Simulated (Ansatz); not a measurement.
Consider the ligand exchange at a B–S bond: `FB(S)Cl` + `N=C=O` → `O=C=NB(F)Cl` + H₂S.

Program: Ansatz. Geometries: PBE0-D4/def2-TZVP. ΔE: electronic, gas phase. CBS: MP2 limit from def2 TZ/QZ plus the TZ coupled-cluster correction, frozen cores. This one scheme is used for every species. DFT in def2-TZVPP. B3LYP here is the variant with VWN-RPA as its local correlation; programs differ in this. One conformer a species, not always the lowest.

`FB(S)Cl`:

Z-matrix (Å, degrees):
```
B
F 1 1.319
Cl 1 1.749 2 118.8
S 1 1.794 2 121.9 3 -180.0
H 4 1.344 1 95.1 2 -0.0
```

`N=C=O`:

Cartesian coordinates in Å:
```
N -0.448 0.515 0.346
C 0.063 -0.300 -0.384
O 0.440 -1.068 -1.169
H -0.055 0.853 1.206
```

`O=C=NB(F)Cl`:

Cartesian coordinates in Å:
```
O -2.036 -1.309 0.969
C -1.060 -0.926 0.481
N -0.023 -0.617 -0.047
B 0.804 0.474 -0.387
F 1.935 0.248 -1.016
Cl 0.381 2.129 -0.001
```

H₂S:

```xyz
3

S    -0.256   -0.558    0.085
H    -0.619    0.691    0.413
H     0.875   -0.133   -0.498
```

Is it downhill or uphill in electronic energy at CCSD(T)/CBS, and by how much? (An estimate is asked.)

Computed: Downhill: ΔE = -0.35 eV.

What do these levels give: B97M-V, B3LYP-D4, r2SCANh-D4, PBE, revPBE, BLYP, BHLYP, HF/def2-SVP, MP2/def2-TZVPP, CCSD/def2-TZVPP, SCS-MP2/def2-QZVPP, MP2/CBS(def2)? (Estimate.)

Computed: B97M-V -0.36, B3LYP-D4 -0.39, r2SCANh-D4 -0.34, PBE -0.27, revPBE -0.27, BLYP -0.35, BHLYP -0.45, HF/def2-SVP -0.61, MP2/def2-TZVPP -0.36, CCSD/def2-TZVPP -0.40, SCS-MP2/def2-QZVPP -0.38, MP2/CBS(def2) -0.34 eV.

Largest T1 diagnostic among the species: 0.018.

From r2SCAN to r2SCAN0 (25 % exact exchange), in def2-TZVPP and without D4, ΔE moves by −0.03 eV. Leaving LDA and LC-ωPBE aside and taking each functional with its dispersion term where it has one, the values, not all of them listed here, spread over 0.17 eV, from BHLYP-D4 to PBE-D4. LDA lies −0.03 eV from PBE without D4. In def2-TZVPP, CCSD(T) changes the Hartree–Fock value by +0.17 eV (the triples alone add +0.03 eV) and MP2 by +0.18 eV.
